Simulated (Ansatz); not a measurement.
Species: SiF3, net charge -1, singlet state. It need not be the lowest isomer of its formula. Whether it binds its extra electron was not tested at this geometry. 
Geometry from a B3LYP-D3(BJ)/def2-TZVP (Ansatz, a first-principles code) optimisation:
SMILES: F[Si-](F)F
```xyz
4

Si    -0.0596    -0.0131     0.5593
F     -0.6707     1.2749    -0.3352
F      1.4726    -0.0191    -0.1371
F     -0.7092    -1.2355    -0.3978
```
Charge -1, spin multiplicity 1.

Basis-set convergence of Hartree-Fock and CCSD correlation energies (hartree) with Ansatz. Valence correlation only, unless marked. No spin-orbit coupling. No relativistic terms. This anion needs diffuse functions, which these sets lack.

| basis | functions | E(HF) | E(corr, CCSD) |
|---|---|---|---|
| cc-pV(D+d)Z | 65 | -587.44593 | -0.66320 |
| cc-pV(T+d)Z | 129 | -587.57944 | -0.88161 |
| cc-pV(Q+d)Z | 229 | -587.61677 | -0.96052 |
| cc-pV(5+d)Z | 373 | [?] | [?] |

Q: Complete the blanks.

A: 
- cc-pV(5+d)Z, E(HF): -587.62558
- cc-pV(5+d)Z, E(corr, CCSD): -0.99006
